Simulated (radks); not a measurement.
Values are calculated unless marked as measured or tabulated.
Neutral antimony inside a hard spherical wall (all orbitals vanish at R), configuration held at [Kr] 4d10 5s2 5p3 and not refilled when levels cross. Level of theory: scalar-relativistic Kohn-Sham, r2SCAN, spin-polarised, spherical densities, finite nucleus; open shells are filled with parallel spins first (spin-orbit coupling, left out, can overturn this in heavy ions); meta-GGA in the generalised Kohn-Sham scheme; Fermi nuclear charge, rms radius 4.6802 fm (a radial shooting solver on a logarithmic mesh with Libxc functionals). Eigenvalues in eV for spin up, with the zero of energy where the potential of the charges vanishes at infinity; a dash marks a level that is unbound or too diffuse for the functional's potential to be trusted. A positive occupied level is held by the wall or, in an anion where self-interaction has pushed it up, behind a barrier. The pressure on the wall is -dE/dV.

R (bohr)  E (hartree)  kinetic (hartree)    e(4p)    e(4d)    e(5s)   e(5p)  e(6s, empty)  e(5d, empty)  pressure (GPa)
free      -6482.21510           6779.663  -104.31  -34.191  -14.105  -5.827             -             -               0
20        -6482.21510           6779.663  -104.31  -34.191  -14.105  -5.827             -             -        < 0.0001
12        -6482.21509           6779.663  -104.30  -34.190  -14.103  -5.826         0.356         1.756        0.000273
8         -6482.21263           6779.686  -104.16  -34.044  -13.995  -5.711         2.162         2.994           0.119
7         -6482.20593           6779.737  -103.89  -33.778  -13.803  -5.493         3.769         3.850           0.579
5         -6482.08417           6780.424  -101.42  -31.390  -12.043  -3.217        14.624         9.142            16.8
4         -6481.68636           6782.200  -97.227  -27.393   -8.444   1.653        33.295        18.007             112
3         -6479.76524           6789.525  -86.772  -17.541    4.385  18.355        87.785        43.995            1070
2         -6465.52578           6839.088  -50.007   19.866   77.866  105.06        309.50        152.54           22200
1.5       -6423.32808           6971.057   16.355   94.097   256.46  297.95        719.46        358.91          172000
